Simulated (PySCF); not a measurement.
1-bromo-1,1-difluoroethane (C₂H₃BrF₂), SMILES CC(F)(F)Br. Heavy atoms are numbered as in [CH3:1][C:2]([F:3])([F:4])[Br:5]. Hydrogens are named by the atom that carries them.

Coordinates come from a PBE0-D3(BJ)/def2-SVP optimisation.

All values below come from PBE/pcSseg-1 (PySCF).

GIAO shieldings, no solvent; atoms alike by connectivity are averaged. δ = σ(ref) − σ: ¹³C against TMS (σ = 182.0 ppm); ¹⁹F against CFCl3 (σ = 133.6 ppm); ¹H against TMS (σ = 31.49 ppm), references at their B3LYP-D3(BJ)/def2-TZVP geometries, non-relativistic (without spin–orbit terms, shifts of atoms bonded to Cl or Br come out too high).

```
nucleus     atoms  count  δ (ppm)
-------  --------  -----  -------
¹³C            C2      1    148.7
¹³C      C1 (CH3)      1     36.7
¹⁹F            F3      2    -68.1
¹H        H on C1      3     2.35
```
